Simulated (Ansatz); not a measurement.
**Question.** Name a neutral molecule of N, O, Sb, Si and H with size of the dipole moment (ωB97M-V/def2-TZVPP) between 2.45 and 2.75 D and LUMO energy (PBE0/def2-TZVPP) between -1.05 and -0.75 eV (Ansatz, PBE0-D4/def2-TZVP geometry).

**Answer.** `[OH][SbH][NH][SiH3]` (2.69 D, -0.80 eV). Other molecules can fit too; these were computed, each in one conformer that needn't be the lowest.
